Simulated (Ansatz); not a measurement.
Reaction (cleavage of the Si–B bond): `NB(O)[SiH2]F` + `[SiH3]P` → `F[SiH2]P[SiH3]` + `NBO`

Gas-phase electronic energies from Ansatz, PBE0-D4/def2-TZVP geometries. CCSD(T)/CBS is the MP2 limit (def2-TZVPP, def2-QZVPP) plus CCSD(T) − MP2 in def2-TZVPP, frozen cores. This one scheme is used for every species. Functionals use def2-TZVPP. Each species was taken in one conformer, which may not be the lowest.

`NB(O)[SiH2]F`:

Z-matrix (Å, degrees):
```
Si
F 1 1.620
B 1 2.029 2 105.0
H 1 1.489 2 107.1 3 122.6
H 1 1.489 2 107.1 3 -122.5
O 3 1.372 1 118.5 2 -0.2
N 3 1.398 1 123.6 2 179.8
H 6 0.959 3 113.2 1 0.0
H 7 1.008 3 121.8 1 180.0
H 7 1.003 3 124.1 1 -0.0
```

`[SiH3]P`:

Z-matrix (Å, degrees):
```
Si
P 1 2.255
H 1 1.487 2 113.9
H 1 1.486 2 108.0 3 -121.2
H 1 1.486 2 108.0 3 121.2
H 2 1.421 1 93.8 3 -46.7
H 2 1.421 1 93.8 3 47.0
```

`F[SiH2]P[SiH3]`:

Z-matrix (Å, degrees):
```
Si
P 1 2.240
F 1 1.602 2 107.7
H 1 1.484 2 109.0 3 117.5
H 1 1.485 2 114.5 3 -118.6
Si 2 2.254 1 96.1 3 90.9
H 2 1.424 1 91.9 3 -174.0
H 6 1.485 2 108.8 1 173.0
H 6 1.486 2 113.0 1 51.5
H 6 1.485 2 107.2 1 -68.9
```

`NBO`:

```xyz
7

N    -0.558   -0.701   -0.581
B     0.034    0.146    0.358
O     1.059    0.962   -0.044
H    -0.262   -0.737   -1.542
H    -1.311   -1.322   -0.353
H    -0.359    0.148    1.494
H     1.398    1.504    0.668
```

```tsv
level	ΔE (kJ/mol)
PBE-D4	-46.5
CCSD/def2-TZVPP	-47.5
CCSD(T)/def2-TZVPP	-48.4
MP2/CBS(def2)	-59.8
```

**Question.** What does CCSD(T)/CBS give? (Estimate.)

**Answer.** The calculation gave: -52.0 kJ/mol. The listed levels differ from it by 5.5, 4.5, 3.6, -7.8 kJ/mol.

Largest T1 diagnostic among the species: 0.013.

The D4 term adds −3.7 kJ/mol with B3LYP and −2.0 kJ/mol with PBE0; it sums over pairs of atoms, weighted by their polarisabilities, and B3LYP, whose exchange is more repulsive, gets the larger term. From PBE to PBE0 (25 % exact exchange), in def2-TZVPP and without D4, ΔE moves by −3.6 kJ/mol.

B3LYP here is the variant with VWN-RPA as its local correlation; programs differ in this.
